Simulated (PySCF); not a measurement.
A PySCF script (with the pyscf-properties extension) for the NMR shieldings of `c1csc([SiH]2CCCC2)c1`, C$_{8}$H$_{12}$SSi, on a PBE0-D3(BJ)/def2-SVP geometry:

```python
import basis_set_exchange as bse
import numpy as np
from pyscf import gto, dft
from pyscf.prop import nmr

atoms = """
C     3.059797   -1.119416    0.591778
C     2.669819   -0.110487    1.434472
S     1.061696    0.387250    1.108843
C     0.873025   -0.754230   -0.176467
Si   -0.728467   -0.904076   -1.126440
C    -1.389578    0.767773   -1.740258
C    -2.855993    0.776223   -1.280473
C    -2.949357    0.064635    0.073008
C    -2.233799   -1.290630   -0.035842
C     2.034452   -1.484374   -0.323722
H     4.046847   -1.582822    0.626197
H     3.247064    0.364821    2.227011
H    -0.484091   -1.916990   -2.199714
H    -0.821364    1.568412   -1.235612
H    -1.273724    0.931341   -2.822113
H    -3.266447    1.797954   -1.226880
H    -3.475955    0.230027   -2.013769
H    -2.446044    0.684086    0.837621
H    -3.996143   -0.043116    0.401780
H    -1.975336   -1.722056    0.942589
H    -2.875002   -2.023964   -0.554887
H     2.145491   -2.266702   -1.077351
"""
names = dict.fromkeys(["C", "S", "Si", "H"], "pcSseg-1")
basis = {el: gto.basis.parse(bse.get_basis(n, elements=[el], fmt="nwchem")) for el, n in names.items()}
mol = gto.M(atom=atoms, basis=basis, charge=0, verbose=0)
mf = dft.RKS(mol, xc="PBE0")
mf.grids.level = 2
mf.grids.alignment = dft.numint.BLKSIZE   # the property module wants whole blocks of grid points
mf.conv_tol = 1e-9
mf.kernel()

calc = nmr.RKS(mf)   # GIAO
C = mf.mo_coeff
Co = C[:, mf.mo_occ > 0]
resp = mf.gen_response(singlet=True, hermi=2)
def vind(x):   # induced exchange potential for any number of trial vectors
    d = np.einsum("pi,xij,qj->xpq", C, 2 * x.reshape(-1, C.shape[1], Co.shape[1]), Co, optimize=True)
    return np.einsum("xpq,pi,qj->xij", resp(d - d.transpose(0, 2, 1)), C, Co, optimize=True).ravel()
mo1, _ = nmr.rhf.solve_mo1(calc, with_cphf=vind)
sigma = calc.kernel(mo1)
for i, s in enumerate(sigma):   # ppm
    print("%2d %-2s %9.2f" % (i, mol.atom_pure_symbol(i), np.trace(s) / 3))
```

Task: What are the results?

Result: 
```
 0 C      52.16
 1 C      43.78
 2 S     252.35
 3 C      39.42
 4 Si    358.38
 5 C     168.56
 6 C     153.89
 7 C     154.03
 8 C     169.51
 9 C      42.52
10 H      24.11
11 H      23.77
12 H      26.31
13 H      30.55
14 H      30.02
15 H      29.19
16 H      30.16
17 H      29.84
18 H      29.22
19 H      30.38
20 H      30.57
21 H      23.81
```

These numbers come from an equivalent density-fitted implementation of the same equations, which agrees with the script to about 0.01 ppm for H and up to a few tenths of a ppm for heavy atoms, so last digits may differ.

Task: Turn these shieldings into chemical shifts. Scale: TMS for ¹³C (184.41 ppm) and ²⁹Si (351.99 ppm) and ¹H (31.27 ppm); CS2 for ³³S (495.66 ppm) (reference shieldings calculated alike).

Result: Averaging equivalent atoms: C 3: 145.0; C 9: 141.9; C 1: 140.6; C 0: 132.2; C 6/7: 30.4; C 5/8: 15.4; S 2: 243; Si 4: -6.4; H 11: 7.50; H 21: 7.46; H 10: 7.16; H 12: 4.96; H 15/17: 1.76; H 16/18: 1.58; H 14/20: 0.97; H 13/19: 0.80 ppm. 

Size and cost of the density-fitted run: 244 basis functions, 51 s wall time on 1 thread of an Arm Neoverse V2, shared host; peak memory 1.3 GiB.
